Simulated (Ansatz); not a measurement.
`[F][Ge]([F])([F])[SH]` + `O=C=[N][Al]([F])[Cl]` → `O=C=[N][Ge]([F])([F])[F]` + `[F][Al]([SH])[Cl]`  (redistribution)

Calculated with Ansatz (gas phase, PBE0-D4/def2-TZVP geometries, no zero-point term in ΔE). CCSD(T)/CBS adds triple-zeta CCSD(T) − MP2 to the extrapolated MP2 energy (def2 sets, frozen cores). For Ge outer-core shells are correlated without core-valence functions, which leaves a few kJ/mol of doubt a bond. Scalar relativity is left out up to krypton. One conformer a species, not always the lowest.

```tsv
species	CCSD(T)/CBS(def2) energy (Eh)
`[F][Ge]([F])([F])[SH]`	-2774.00787
`O=C=[N][Al]([F])[Cl]`	-969.71777
`O=C=[N][Ge]([F])([F])[F]`	-2543.55233
`[F][Al]([SH])[Cl]`	-1200.16071
```

Work out ΔE.

ΔE = (-2543.55233) + (-1200.16071) − (-2774.00787) − (-969.71777) = 0.01260 Eh = +33.1 kJ/mol.

Largest T1 diagnostic among the species: 0.014.

Leaving LDA and LC-ωPBE aside and taking each functional with its dispersion term where it has one, the values, not all of them listed here, spread over 12.1 kJ/mol, from PBE-QIDH to BLYP-D4. From BLYP to BHLYP (50 % exact exchange), in def2-TZVPP and without D4, ΔE moves by −5.3 kJ/mol.
